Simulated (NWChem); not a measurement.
# MoHO3Cl; SMILES [O]=[Mo]([OH])(=[O])[Cl]

```xyz
6

Mo     0.0551    -0.3233    -0.0486
O      0.9773    -0.7642    -1.3644
O      0.8311    -0.8739     1.3197
Cl    -0.1137     1.9394     0.0520
O     -1.6211    -1.1055    -0.1906
H     -2.1074    -1.5706     0.5019
```
Atoms are numbered in this order, from 1.

Level: PBE0/def2-SVP with def2 effective core potentials on Mo (NWChem), optimised geometry, unscaled harmonic frequencies. def2 effective core potentials on Mo; no spin-orbit coupling.

Q: List the harmonic frequencies with IR intensities, and the thermochemistry.

A: 
```json
[
 {"frequency (cm⁻¹)": "158", "IR intensity (km/mol)": "4.8"},
 {"frequency (cm⁻¹)": "185", "IR intensity (km/mol)": "5.6"},
 {"frequency (cm⁻¹)": "242", "IR intensity (km/mol)": "13.2"},
 {"frequency (cm⁻¹)": "262", "IR intensity (km/mol)": "2.2"},
 {"frequency (cm⁻¹)": "285", "IR intensity (km/mol)": "101.4"},
 {"frequency (cm⁻¹)": "363", "IR intensity (km/mol)": "9.1"},
 {"frequency (cm⁻¹)": "443", "IR intensity (km/mol)": "88.5"},
 {"frequency (cm⁻¹)": "576", "IR intensity (km/mol)": "170.6"},
 {"frequency (cm⁻¹)": "769", "IR intensity (km/mol)": "88.2"},
 {"frequency (cm⁻¹)": "1053", "IR intensity (km/mol)": "210.7"},
 {"frequency (cm⁻¹)": "1080", "IR intensity (km/mol)": "109.3"},
 {"frequency (cm⁻¹)": "3893", "IR intensity (km/mol)": "314.3"}
]
```

The zero-point energy comes out as 13.3 kcal/mol and the thermal correction to the enthalpy at 298.15 K (with zero-point energy) is 17.9 kcal/mol. The heat capacity Cv is 20.3 cal/(mol K) and the entropy at 298.15 K and 1 atm (symmetry number 1) comes out as 81.5 cal/(mol K).

Rigid rotor and harmonic oscillator.
